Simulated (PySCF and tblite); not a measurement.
Results of a calculation; reference values are marked as such.
C₆H₆N₂Se, numbered as in [N:1]#[C:2][CH:3]([C:4]#[N:5])[Se:6][CH:7]1[CH2:8][CH2:9]1.

The ensemble was built from 90 distance-geometry starts (ETKDG and KDG, UFF, GFN2-xTB) and rests on GFN2-xTB geometries. Energies: B3LYP-D3(BJ)/pcSseg-1 (IEF-PCM, acetonitrile), with GFN2-xTB thermal terms (modes under about 100 cm⁻¹ blended into free rotors). Symmetry numbers and mirror images are counted. Conformers within 3 kcal/mol (GFN2-xTB free energy) were kept, 10 at most. GIAO shieldings: B3LYP/pcSseg-1 (IEF-PCM, acetonitrile). Shifts are against TMS (¹H), TMS (¹³C) at the same level; of two unlike H on one atom, a is the less shielded. Run with PySCF (density fitting) and tblite.

**Question.** What shifts does this protocol give at 298.15 K under fast conformational exchange?

**Answer.** ¹H: 4.27 (H3, 1H), 3.15 (H7, 1H), 1.33 (H8a/H9a, 2H), 1.29 (H8b/H9b, 2H) ppm. ¹³C: 121.5 (C2/C4), 25.8 (C7), 17.6 (C3), 9.3 (C8/C9) ppm.

**Question.** How do the conformers differ?

**Answer.** Torsions listed: C2–C3–Se6–C7, C3–Se6–C7–C8. Of a mirror pair one member is shown.
| conformer | shape | weight % |
| --- | --- | --- |
| 1 | 70°, -76° | 79.8 |
| 2 | 180°, 143° | 10.4 |
| 3 | -168°, -77° | 9.8 |

```
 signal      1      2      3  average
     H3   4.17   4.70   4.59     4.27
     H7   3.17   3.01   3.06     3.15
H8a/H9a   1.35   1.34   1.23     1.33
H8b/H9b   1.33   1.06   1.18     1.29
  C2/C4  121.7  120.2  121.4    121.5
     C3   17.9   16.4   16.7     17.6
     C7   25.2   27.7   28.9     25.8
  C8/C9    9.0   12.0    9.3      9.3
```

**Question.** Which signal moves most, for its nucleus, between 180 and 400 K through the change of populations alone?

**Answer.** H3: 4.20 ppm at 180 K, 4.23 ppm at 230 K, 4.27 ppm at 298.15 K, 4.28 ppm at 330 K, 4.32 ppm at 400 K.

Spin–orbit effects of the heavy atoms on shieldings are missing. Shifts are unscaled: against experiment ¹³C can be off by 15 ppm or more and ¹H by 0.8 ppm.
